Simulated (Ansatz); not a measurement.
Reaction (redistribution): `[SiH3]N=C1CC1` + `BB1CO1` → `[SiH3]B1CO1` + `BN=C1CC1`

Calculated with Ansatz (gas phase, PBE0-D4/def2-TZVP geometries, no zero-point term in ΔE). CCSD(T)/CBS adds triple-zeta CCSD(T) − MP2 to the extrapolated MP2 energy (def2 sets, frozen cores). DFT in def2-TZVPP. B3LYP here is the variant with VWN-RPA as its local correlation; programs differ in this.

CCSD(T)/CBS gives -75.4 kJ/mol.

Another level gave -74.4 kJ/mol. Which?
A. PBE0-D4/def2-TZVPP
B. MP2/def2-TZVPP
C. HF/def2-TZVPP
D. B3LYP-D4/def2-TZVPP

B. MP2/def2-TZVPP -74.4, B3LYP-D4 -82.6, PBE0-D4 -87.1, HF/def2-TZVPP -52.3 kJ/mol.

Largest T1 diagnostic among the species: 0.016.

In def2-TZVPP, CCSD(T) changes the Hartree–Fock value by −24.6 kJ/mol (the triples alone add −4.0 kJ/mol) and MP2 by −22.2 kJ/mol. From PBE to PBE0 (25 % exact exchange), in def2-TZVPP and without D4, ΔE moves by +9.1 kJ/mol. The D4 term adds +3.1 kJ/mol with B3LYP and +1.7 kJ/mol with PBE0; it sums over pairs of atoms, weighted by their polarisabilities, and B3LYP, whose exchange is more repulsive, gets the larger term.
